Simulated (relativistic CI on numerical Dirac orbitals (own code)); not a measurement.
Radial parameters of Hf⁴⁷⁺

These numbers are calculated, not measured: Dirac-Coulomb-Breit CI, KLI orbitals optimised for each configuration, QED by a radiative potential, unscaled Slater integrals (own radial code, finite nucleus).

Slater integrals F^k, G^k are unscaled and averaged over j, outside the closed core [Ne]; ζ comes from projecting the Hamiltonian with its Breit term on Σ l·s of the shell.

- 3s²3p⁶3d⁷: F^2(3d,3d) = 571140, F^4(3d,3d) = 368590, ζ(3d) = 195130 cm⁻¹; <r>(3d) = 0.1785, <r^2>(3d) = 0.03699 (bohr units).
- 3s²3p⁵3d⁸: ζ(3p) = 1.4876e+06, F^2(3d,3d) = 570270, F^4(3d,3d) = 368000, F^2(3p,3d) = 496690, G^1(3p,3d) = 532310, G^3(3p,3d) = 354160, ζ(3d) = 193530 cm⁻¹; <r>(3p) = 0.1989, <r^2>(3p) = 0.04583, <r>(3d) = 0.1787, <r^2>(3d) = 0.03709 (bohr units).
- 3s²3p⁴3d⁹: F^2(3p,3p) = 492890, ζ(3p) = 1.4867e+06, F^2(3p,3d) = 496280, G^1(3p,3d) = 532310, G^3(3p,3d) = 354030, ζ(3d) = 191940 cm⁻¹; <r>(3p) = 0.199, <r^2>(3p) = 0.04591, <r>(3d) = 0.179, <r^2>(3d) = 0.03719 (bohr units).

(1) Give the Racah parameters of the d shell in 3s²3p⁶3d⁷.

Averages of the first 10 configurations, taken without configuration mixing, which lowers the lowest level and can move excited configurations by several eV; other configurations of the list can lie among them:

```json
{"Configuration": "3s²3p⁶3d⁷", "Parity": "even", "States": "120", "Average energy above the lowest level (eV)": "84.7"}
{"Configuration": "3s²3p⁵3d⁸", "Parity": "odd", "States": "270", "Average energy above the lowest level (eV)": "557.8"}
{"Configuration": "3s²3p⁴3d⁹", "Parity": "even", "States": "150", "Average energy above the lowest level (eV)": "1039.0"}
{"Configuration": "3s3p⁶3d⁸", "Parity": "even", "States": "90", "Average energy above the lowest level (eV)": "966.8"}
{"Configuration": "3p⁶3d⁹", "Parity": "even", "States": "10", "Average energy above the lowest level (eV)": "1859.6"}
{"Configuration": "3s3p⁵3d⁹", "Parity": "odd", "States": "120", "Average energy above the lowest level (eV)": "1438.4"}
{"Configuration": "3s²3p⁶3d⁶4s", "Parity": "even", "States": "420", "Average energy above the lowest level (eV)": "1711.2"}
{"Configuration": "3s²3p⁶3d⁶4p", "Parity": "odd", "States": "1260", "Average energy above the lowest level (eV)": "1865.4"}
{"Configuration": "3s²3p⁴3d⁸4s", "Parity": "even", "States": "1350", "Average energy above the lowest level (eV)": "2646.8"}
{"Configuration": "3s²3p⁶3d⁶4d", "Parity": "even", "States": "2100", "Average energy above the lowest level (eV)": "2044.3"}
```

Results:

(1) B = F²/49 − 5F⁴/441 = 7477 cm⁻¹ and C = 35F⁴/441 = 29253 cm⁻¹.
